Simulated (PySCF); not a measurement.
C₂H₅BO₃.

```xyz
11

C      1.0612    -1.7781     0.0000
B     -0.1399    -0.7825     0.0000
O     -1.4261    -1.1749     0.0000
C      0.0120     0.8349     0.0000
O     -0.9696     1.5538     0.0000
O      1.2600     1.3303     0.0000
H      0.7483    -2.8323     0.0000
H      1.7056    -1.5931    -0.8777
H      1.7056    -1.5931     0.8777
H     -2.0007    -0.3861     0.0000
H      1.1873     2.3032     0.0000
```

Geometry: B3LYP-D3(BJ)/def2-SVP. The structure was generated by enumeration, and PubChem lists no compound with its InChIKey, so it may never have been made. The values are those of a single conformer.

Method: PySCF with PBE/pcSseg-1. Non-relativistic, no solvent.

Q: Give the absolute GIAO shielding of each atom: isotropic value and principal components (ppm). (Estimate from the structure and the level; the computed values follow.)

A: 
| atom | σ(iso) | σ11 | σ22 | σ33 | span |
|---|---|---|---|---|---|
| C1 | 177.3 | 158.3 | 183.5 | 190.0 | 31.8 |
| B2 | 55.7 | 2.5 | 67.6 | 97.0 | 94.5 |
| O3 | 114.5 | -73.7 | 119.0 | 298.3 | 371.9 |
| C4 | 0.4 | -91.3 | 20.9 | 71.7 | 163.0 |
| O5 | -122.9 | -386.7 | -249.6 | 267.5 | 654.2 |
| O6 | 91.6 | -88.9 | 147.1 | 216.7 | 305.6 |
| H7 | 30.4 | 26.4 | 28.6 | 36.3 | 9.9 |
| H8 | 30.4 | 26.8 | 28.7 | 35.7 | 8.9 |
| H9 | 30.4 | 26.8 | 28.7 | 35.7 | 8.9 |
| H10 | 23.4 | 18.4 | 23.1 | 28.6 | 10.3 |
| H11 | 25.0 | 20.1 | 24.0 | 31.0 | 10.9 |
